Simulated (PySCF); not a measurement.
# One molecule, several mistakes: AlB2H3N

Calculated results; nothing here was measured. They come from PySCF 2.14.0, an open-source quantum chemistry program, on an isolated molecule that a program drew, which may never have been made. The molecule is AlB2H3N (charge 0, doublet), drawn as the SMILES string `[BH][AlH][B]=N`.

Each row is a Hartree-Fock (HF) and frozen-core CCSD(T) single point in the cc-pV(D+d)Z basis, meant for a local HF minimum. Run 1 is clean. Each other run has one planted mistake out of seven kinds, and not every kind appears here: one electron removed, one electron added, multiplicity raised by two, geometry at a saddle point, minimal basis STO-3G, one bond length entered in bohr, all coordinates scaled. The reference is restricted for singlets and unrestricted otherwise, and also for a bond in bohr. Adding or removing an electron swaps singlet and doublet. Electrons count all cores. HOMO and LUMO are orbital energies over both spins, the gradient is its largest component, and the lowest frequency (negative if imaginary) is given only where the gradient is small. Bond lengths are over the 6 bonds as drawn. T1 is the CCSD diagnostic: over 0.02 (restricted) or 0.045 (unrestricted) a single reference is doubtful.

Geometry of the clean run:
```xyz
7
AlB2H3N, angstrom
B    -1.5460    1.3027   -0.6946
Al    0.5029    1.2855   -0.5749
B     1.5437   -0.4724   -1.1296
N     2.1429   -1.4995   -1.4546
H    -2.7332    1.3120   -0.7648
H     1.2606    2.5766   -0.0739
H     2.6277   -2.3178   -1.7136
```

| run | electrons | basis functions | <S^2> | HOMO (eV) | LUMO (eV) | gradient (hartree/bohr) | lowest frequency (cm^-1) | mean bond (Å) | longest bond (Å) | T1 | HF (hartree) | CCSD(T) (hartree) | mistake |
|---|---|---|---|---|---|---|---|---|---|---|---|---|---|
| 1 | 33 | 80 | 0.758 | -8.35 | 0.54 | 3.3e-05 | 112 | 1.5260 | 2.117 | 0.0193 | -347.41566 | -347.82998 | no fault |
| 2 | 32 | 80 | 0.000 | -15.08 | -6.55 | 6.5e-02 | - | 1.5260 | 2.117 | 0.0220 | -347.14393 | -347.54857 | one electron removed |
| 3 | 33 | 80 | 0.761 | -8.28 | 0.38 | 7.9e-02 | - | 1.6313 | 2.263 | 0.0225 | -347.38611 | -347.81231 | all coordinates scaled |
| 4 | 33 | 80 | 3.760 | -8.77 | -1.32 | 1.8e-02 | - | 1.5260 | 2.117 | 0.0278 | -347.31650 | -347.71707 | multiplicity raised by two |
| 5 | 33 | 27 | 0.765 | -5.76 | 7.02 | 8.4e-02 | - | 1.5260 | 2.117 | 0.0212 | -343.12559 | -343.33368 | minimal basis STO-3G |
| 6 | 33 | 80 | 1.589 | -8.23 | 0.20 | 8.2e-03 | - | 1.7601 | 2.983 | 0.0580 | -347.31665 | -347.72421 | ? |

**Which mistake was planted in run 6, and what did it cost?**

The mean bond changes by a factor of 1.153 and the longest by 1.409, so the molecule wasn't scaled as a whole. A length L in bohr read as angstrom grows by (1/0.5292 - 1) L = 0.890 L. The 6 bonds together grew by 6 x 0.2341 = 1.405 Å, which gives L = 1.579 Å. That is bond Al2-H6, 1.579 Å in the clean geometry. So the mistake is: one bond length entered in bohr. Subtracting run 1 and multiplying by 627.51 kcal/mol a hartree, the energy moved by 62.1 kcal/mol in HF and 66.4 kcal/mol in CCSD(T).

Cautions from the logs. Run 2: T1 is over the limit, so its CCSD(T) energy is less reliable; run 6: T1 is over the limit, so its CCSD(T) energy is less reliable.
